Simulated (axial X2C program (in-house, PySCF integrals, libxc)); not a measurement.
FeO⁻: from the spin-free to the two-component result

Calculated with an in-house relativistic program for diatomic molecules. Spin-free means the one-electron spin-free X2C Hamiltonian; two-component (2c) means X2C with spin–orbit coupling and atomic mean-field two-electron Coulomb and Gaunt terms, so the difference of the two also holds small scalar two-electron terms. Basis: Fe dyall-acv3z [10s11p7d4f2g], O dyall-av3z [7s6p3d2f] (cores contracted in-house); Gaussian nuclei, density fitting, unrestricted open shells. Masses: Fe 55.935 u, O 15.995 u.

Spin-free state: M_S = 3/2, Λ = 2 (beyond evenly filled blocks: π+α, π-α, δ+α, δ+β, δ-α); fragments Fe + O-.

```
level  Re (Å)  ωe (cm⁻¹)  De (eV)  μ (D)
 PBE0   1.633      832.6    3.922  -0.99
 PW91   1.618      882.1    5.151  -0.63
```

Dipoles are positive if O is the positive end and refer to the centre of mass.

Two-component determinant lowest at the distance of the search:

Ω = 7/2 (⟨Sz⟩ = 1.50, ⟨Lz⟩ = 2.00 at PBE0); fragments Fe + O-.

```csv
level,Re (Å),ωe (cm⁻¹),De (eV),μ (D)
PBE0,1.633,832.5,n/a,-0.98
PW91,1.618,882.0,5.179,-0.62
```

(1) From the two tables, how do the constants change at the PBE0 level (2c against spin-free)?

The state is one determinant whose occupation by symmetry is held fixed; it was picked as the lowest of a PBE0 search that is not exhaustive. De is counted from the lowest determinant-based energies of the atoms at the same level, without counterpoise correction. De is not given where an atomic determinant may have missed its ground term or J level, or where the truncated virtual space spoils (T). Density functionals use the spin component along the axis (collinear). In 2c an atomic determinant is not the ground J level, so De misses part of the atomic spin–orbit lowering. This holds for PW91. PBE0 can misorder states that lie within some tenths of an eV, so this need not be the ground state of the molecule. The nearest other spin-free determinant of the search, M_S = 5/2, Λ = 2, lies 0.06 eV up at the distance of the search. Without a current term, density functionals place determinants with orbital angular momentum somewhat too high. With several unpaired electrons one determinant need not be a pure state. At some level and bond length an empty orbital lies below a filled one. Some points did not converge and are left out. The highest occupied level of some functionals is positive through self-interaction error; at Hartree–Fock it is bound. The determinant is spin-polarised beyond a pure state at some levels (its spin-free form has ⟨S²⟩ too high), which makes Re and μ there less reliable.

Answers

(1) At the PBE0 level Re is unchanged within 0.001 Å and ωe is unchanged to within 0.2 cm⁻¹.
